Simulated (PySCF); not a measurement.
# A search over the determinants of ZnB⁺

Unrestricted PBE0; PySCF, no relativity, basis sets Zn def2-SVPD, B def2-SVPD. Outer shells of the fragments: Zn 3d10 4s2; B+ 2s2.

Followed along the bond (rough minima from three points):

| 2Ms+1 | unpaired | ⟨S²⟩ at the start | R at minimum (Å) | Te (eV) |
| --- | --- | --- | --- | --- |
| 1 | none | 0.00 | 2.35 | 0.00 |
| 3 | σ ↑, π ↑ | 2.02 | 2.05 | 0.94 |
| 1 | σ ↑, π ↓ | 1.03 | 2.08 | 1.42 |
| 3 | σ ↑↑ | 2.00 | none in the scan | ≤ 1.51 |

Solutions found at the starting distance of 2.105 Å, counted from the lowest of them; the search is not exhaustive and high or unbound solutions are not listed, so other states can lie among these:

```tsv
2Ms+1	unpaired	term	E (eV)	⟨S²⟩	⟨Lz²⟩	μ (D)
1	none	¹Σ⁺	0.00	0.00	0.00	0.64
3	σ ↑, π ↑	³Π	0.80	2.02	1.00	-0.21
1	σ ↑, π ↓	mixed	1.27	1.03	1.00	-0.26
3	σ ↑↑	³Σ⁺	1.61	2.00	0.00	4.15
3	π ↑↑	³Σ⁻	3.29	2.14	0.00	-1.48
1	π ↑↓	mixed	3.74	1.01	2.01	-1.45
```

A term symbol is given only where ⟨S²⟩ and ⟨Lz²⟩ are close to those of a pure state; real π, δ and φ orbitals otherwise mix terms. A positive dipole points towards B; it is taken about the centre of mass and depends on that origin.

Problem. Compare the gap between the two lowest followed solutions at the starting distance with the gap between their minima.

Solution. At PBE0 the second solution (triplet, unpaired electrons σ ↑, π ↑) lies +0.80 eV from the first (singlet, closed shell) at 2.105 Å and +0.94 eV at the minima; the two curves relax by different amounts, since their minima lie near 2.05 and 2.35 Å.

Counting both spins, an empty level lies below a filled one in some of these solutions, because spin and occupation are held.
